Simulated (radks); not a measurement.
Values are calculated unless marked as measured or tabulated.
Question: The chlorine anion Cl-, [Ar], held by a Watson sphere: a shell of charge +0.74 at radius R that stands for the Madelung well of a crystal (potential energy -0.74/R inside, -0.74/r outside, in hartree with lengths in bohr). Code: a radial shooting solver on a logarithmic mesh with Libxc functionals. Model: non-relativistic Kohn-Sham, LDA (Slater exchange, VWN5 correlation), spin-polarised, spherical densities, point nucleus. Response by self-consistent Sternheimer equations with the Hartree and adiabatic LDA kernel. The sphere does not respond.

R (bohr)  e(2p) (eV)  e(3s) (eV)  e(3p) (eV)  <r> 3p (bohr)  sum of <r^2> (bohr^2)  X-ray form factor at sin(theta)/lambda = 0.3 1/angstrom  alpha (bohr^3)
1.87         -187.31     -18.255      -6.684          1.894                  33.53                                                    9.582           19.92
1.9          -187.31     -18.214      -6.657          1.897                  33.63                                                    9.579           20.08
2.87         -186.95     -16.975      -5.645          1.980                  36.49                                                    9.542           26.22
2.95         -186.90     -16.883      -5.558          1.985                  36.68                                                    9.542           26.76
3.36         -186.60     -16.439      -5.132          2.006                  37.50                                                    9.544           29.50
3.53         -186.48     -16.269      -4.964          2.013                  37.79                                                    9.545           30.61
3.8          -186.27     -16.013      -4.711          2.023                  38.20                                                    9.546           32.31
4.28         -185.92     -15.602      -4.299          2.037                  38.78                                                    9.547           35.10

Estimate the row for R = 4.2 bohr.

Answer: e(2p) (eV) -185.98; e(3s) (eV) -15.667; e(3p) (eV) -4.364; <r> 3p (bohr) 2.035; sum of <r^2> (bohr^2) 38.69; X-ray form factor at sin(theta)/lambda = 0.3 1/angstrom 9.547; alpha (bohr^3) 34.66.
